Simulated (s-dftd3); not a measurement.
F2Ge (SMILES [F][Ge][F]), singlet, at a GFN2-xTB geometry; D3(op) for b97d in s-dftd3.

The s-dftd3 input:
```
$ s-dftd3 mol.xyz --op b97d --json dftd3.json --noedisp --grad

# file mol.xyz
3

Ge     0.01332486    -0.01119836     0.43892087
F      0.62471047     1.17087434    -0.77062296
F     -0.67208775    -1.13105795    -0.78998457
```

Task: What does s-dftd3 print? Leave out banner, timings and long lists.

Result: 
```
-----------------------------------
 s i m p l e   D F T - D 3  v1.4.0
-----------------------------------

Optimized power damping: b97d-D3(op)
--------------------
   s6        1.0000
   s8        1.4686
   s9        0.0000
   a1        0.6000
   a1        2.5000
  alp       14.0000
 beta        0.0000
--------------------

Dispersion energy:      -3.4482317667619E-03 Eh

Gradient norm:           5.0460370767976E-04 Eh/a0
--------------------------------------------------
     #    Z           dE/dx      dE/dy      dE/dz
--------------------------------------------------
     1   32 Ge    1.356E-06 -1.140E-06  4.467E-05
     2    9 F     1.734E-04  3.096E-04 -1.974E-05
     3    9 F    -1.748E-04 -3.085E-04 -2.493E-05
--------------------------------------------------

Virial:
--------------------------------------------------
      component           x          y          z
--------------------------------------------------
          x       4.267E-04  7.572E-04  9.494E-06
          y       7.572E-04  1.344E-03  8.681E-06
          z       9.494E-06  8.681E-06  1.030E-04
--------------------------------------------------

[Info] JSON dump of results written to 'dftd3.json'
```
